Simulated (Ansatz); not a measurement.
Nd(BH4)3 in a box, plane waves

Ansatz 0.2.0, DFT PBE, spin-orbit coupling, plane waves, PAW, molecule in a box. The geometry was relaxed with Gaussian bases (TPSS; Nd lcecp-1-SVP with ECP49, B def2-SVP, H def2-SVP).

```yaml
crystal:
  lattice:
    - [14.77, 0.0, 0.0]
    - [0.0, 15.47, 0.0]
    - [0.0, 0.0, 10.99]
  atoms:
    - { symbol: Nd, position: [0.44222072, 0.49977246, 0.49991538], spin: 3.0, spin_axis: [0.0, 0.0, 1.0] }
    - { symbol: B, position: [0.61367502, 0.5005488, 0.49991538] }
    - { symbol: H, position: [0.69521598, 0.49917324, 0.49991538] }
    - { symbol: H, position: [0.57897089, 0.46265934, 0.5903667] }
    - { symbol: H, position: [0.57897089, 0.46265934, 0.40946315] }
    - { symbol: H, position: [0.58068111, 0.57509114, 0.49991538] }
    - { symbol: B, position: [0.35578944, 0.64114867, 0.49991538] }
    - { symbol: H, position: [0.31626676, 0.70925792, 0.49991538] }
    - { symbol: H, position: [0.40750982, 0.63139819, 0.5903667] }
    - { symbol: H, position: [0.40750982, 0.63139819, 0.40946315] }
    - { symbol: H, position: [0.30467163, 0.57659729, 0.49991538] }
    - { symbol: B, position: [0.35719838, 0.35761862, 0.49991538] }
    - { symbol: H, position: [0.31518009, 0.29088559, 0.49991538] }
    - { symbol: H, position: [0.3401828, 0.40525856, 0.5903667] }
    - { symbol: H, position: [0.3401828, 0.40525856, 0.40946315] }
    - { symbol: H, position: [0.44131009, 0.34762896, 0.49991538] }
basis:
  ecutwfc: 420
  ecutrho_ratio: 4
kpoints:
  mp_grid: { grid: [1, 1, 1] }
hamiltonian:
  xc: pbe
scf:
  occupations: { method: gaussian, width: 0.01 }
output:
  forces: true
  eigenvalues: true
  populations: true
  hubbard: { sites: [{ species: Nd, l: f }] }
  write_density: true
  write_potential: true
  elf: true
  volumetric_format: npy
magnetization:
  noncollinear: true
  spin_orbit: true
```

Command:
```sh
ansatz run input.yaml --threads 4 --pin off --max-ram 8192MiB --backend cpu --events-out ev --progress --plain --runs-dir out
```
It took 2.2 min on 4 threads of Intel(R) Xeon(R) Platinum 8259CL CPU @ 2.50GHz (Skylake/Cascade Lake), on a shared host, peak memory 4.3 GiB.

Problem. How does the SCF go?

Solution. 
```
SCF iter   1: F=—  HF=-8008.549706 eV  |F-HF|=—  |Δ(HF+E_count)|=         —  Δρ=3.18e-2
preconditioner: auto → Resta (q_TF=auto, 1.338 Å⁻¹)  ε∞=1.2  [insulator: Δε(μ)=0.120 eV  Ē_g=8.434 eV  σ=0.010 eV  W_gap=1.00  n_s
spin=Noncollinear: Resta preconditioning applied to the charge; magnetization (m_x, m_y, m_z) channels mix plain (no charge-respon
SCF iter   2: F=—  HF=-7999.324052 eV  |F-HF|=—  |Δ(HF+E_count)|=    9.23e0  Δρ=1.40e-2
SCF iter   3: F=—  HF=-7998.402287 eV  |F-HF|=—  |Δ(HF+E_count)|=   9.22e-1  Δρ=1.06e-2
...
SCF iter  11: F=—  HF=-7999.415281 eV  |F-HF|=—  |Δ(HF+E_count)|=   6.78e-4  Δρ=5.62e-5
SCF iter  12: F=—  HF=-7999.415151 eV  |F-HF|=—  |Δ(HF+E_count)|=   1.30e-4  Δρ=1.24e-5
SCF iter  13: F=—  HF=-7999.415156 eV  |F-HF|=—  |Δ(HF+E_count)|=   5.32e-6  Δρ=2.95e-6
SCF iter  14: F=—  HF=-7999.415157 eV  |F-HF|=—  |Δ(HF+E_count)|=   9.33e-7  Δρ=2.20e-6
SCF iter  15: F=-7999.415158 eV  HF=-7999.415158 eV  |F-HF|=3.37e-8  |Δ(HF+E_count)|=   5.35e-7  Δρ=1.46e-6
```

Problem. Which levels lie next to the highest filled one (eV, counted from it)?

Solution. Filled: -1.80, -1.70, -1.67, -1.47, -1.43, -1.40, -1.35, -0.13, -0.09, 0.00. Empty: 0.66, 0.90, 1.15, 1.29, 2.00, 2.20, 2.24, 2.29.

Problem. How is the f shell of Nd1 filled?

Solution. Natural occupations, full = 1; spinor: 0.01, 0.01, 0.01, 0.02, 0.02, 0.02, 0.03, 0.04, 0.04, 0.07, 0.11, 0.99, 0.99, 0.99; in all 3.37 e. Spin moment (0.00, 0.00, 2.91) μB, orbital moment (0.00, 0.00, -0.80) μB.

Problem. What forces are left at this geometry, relaxed with Gaussian bases (eV/Å)?

Solution. 
```
Nd   0.00  0.00  0.00
B   -0.06 -0.06  0.00
H   -0.16 -0.01  0.00
H    0.05  0.07 -0.10
H    0.05  0.07  0.10
H    0.01 -0.07  0.00
B    0.08 -0.02  0.00
H    0.09 -0.14  0.00
H   -0.09  0.01 -0.10
H   -0.09  0.01  0.10
H    0.06  0.04  0.00
B   -0.02  0.08  0.00
H    0.07  0.15  0.00
H    0.04 -0.08 -0.10
H    0.04 -0.08  0.10
H   -0.07  0.03  0.00
```

The open shells may stand above their lowest state.

The forces come from the other functional as well as from the basis.

No frequency check is given that shows the relaxed geometry to be a minimum. An lcecp potential fixes the number of 4f electrons, so in runs with it no electron can move into or out of that shell.
